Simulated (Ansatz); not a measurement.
`BCBC` and `BCBCC` differ in one atom or group.

Ansatz, PBE0-D4/def2-TZVP geometries, multiplicity 1. Each molecule was computed in one conformer, which needn't be the lowest.

| property | `BCBC` |
| --- | --- |
| HOMO–LUMO gap (B3LYP/def2-TZVPP) / eV | 6.55 |
| HOMO–LUMO gap (PBE/def2-TZVPP) / eV | 4.61 |
| LUMO energy (B3LYP/def2-TZVPP) / eV | -1.95 |
| LUMO energy (ωB97M-V/def2-TZVPP) / eV | 0.21 |
| HOMO energy (PBE/def2-TZVPP) / eV | -7.33 |
| LUMO energy (PBE/def2-TZVPP) / eV | -2.72 |

Task: Give the same properties after the change, and the shifts. (Best estimate.)

Result: Ansatz gave: 
```tsv
property	`BCBCC`	shift
HOMO–LUMO gap (B3LYP/def2-TZVPP) / eV	6.45	-0.10
HOMO–LUMO gap (PBE/def2-TZVPP) / eV	4.54	-0.07
LUMO energy (B3LYP/def2-TZVPP) / eV	-1.84	0.11
LUMO energy (ωB97M-V/def2-TZVPP) / eV	0.29	0.08
HOMO energy (PBE/def2-TZVPP) / eV	-7.15	0.18
LUMO energy (PBE/def2-TZVPP) / eV	-2.61	0.11
```

With PBE0 the HOMO rises by 0.20 eV and the LUMO rises by 0.11 eV, so the gap narrows by about 0.09 eV. PBE moves the HOMO by 0.18 eV and ωB97M-V by 0.20 eV.

B3LYP here is the variant with VWN-RPA as its local correlation; programs differ in this.
